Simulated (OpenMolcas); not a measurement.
Fe2+, Ru2+, Os2+: d6 down the group

| Item | Value |
| --- | --- |
| Program | OpenMolcas |
| Method | RASSCF |
| Basis | ANO-RCC-VTZP |
| Scalar Hamiltonian | DKH2, point nucleus |
| Spin-orbit coupling | RASSI with atomic mean-field integrals over the reference wave functions, term energies averaged over their components |

Active space for each ion: 12 electrons in 8 orbitals (RAS1 p, at most 2 holes; RAS2 d).

Computed levels in cm-1 above 5D4:

```csv
Level,Fe2+,Ru2+,Os2+
5D3,439,1161,4542
5D2,749,1855,4985
5D1,948,2301,7061
5D0,1046,2515,7456
3P2(1),21358,16855,17933
3H6,24167,18944,19430
3H5,24384,19237,19320
3F3(1),24597,19908,21641
3H4,24605,20162,24514
weight of 5D in the lowest level (%),100,99,89
```

Mixed levels, with the weight of the term that names them: Ru2+ 3H4 (63 %), Os2+ 3P2(1) (65 %), Os2+ 3H5 (55 %), Os2+ 3F3(1) (63 %), Os2+ 3H4 (57 %).

Measured, with the error of the calculation in %. Measured levels: Fe2+ from Corliss and Sugar, J. Phys. Chem. Ref. Data 11, 135 (1982); Ru2+ from Moore, Atomic Energy Levels, vol. III, NSRDS-NBS 35 (1971 reprint of NBS Circular 467, 1958).

```csv
Level,Fe2+,Ru2+
5D3,436 (+0.7),1159 (+0.2)
5D2,739 (+1.4),1826 (+1.6)
5D1,932 (+1.7),2266 (+1.5)
5D0,1027 (+1.8),2476 (+1.6)
3P2(1),19405 (+10.1),
3H6,20051 (+20.5),
3H5,20301 (+20.1),
3F3(1),21700 (+13.4),
```

The fine-structure level 5D0 changes by a factor of 7.13 from Fe2+ to Os2+.

Without spin-orbit coupling 3P(1) lies 21545, 17209, 16573 cm-1 above 5D in that order; the difference to the level 3P2(1), of either sign, comes from spin-orbit coupling, which also lowers the zero.

Without dynamic correlation excited terms often stand tens of per cent too high (terms of higher spin than the ground term too low), and those without a measured partner can miss by more than the paired ones. Active for correlation alone: 3p; no level in the range computed is led by a configuration that opens it, so any true level of that kind is missing (holds for Fe2+). Active for correlation alone: 4p; no level in the range computed is led by a configuration that opens it, so any true level of that kind is missing (holds for Ru2+). Active for correlation alone: 5p; no level in the range computed is led by a configuration that opens it, so any true level of that kind is missing (holds for Os2+). Measured partners are found by configuration, term and J. A level has none where our copy of the source lacks it or the pairing is in doubt (some pairs that miss far off the trend of their configuration count as doubtful), and it then counts in no deviation. Levels of configurations outside the active space are missing.

A number in round brackets counts repeated terms of one configuration in the order of the reference energies.
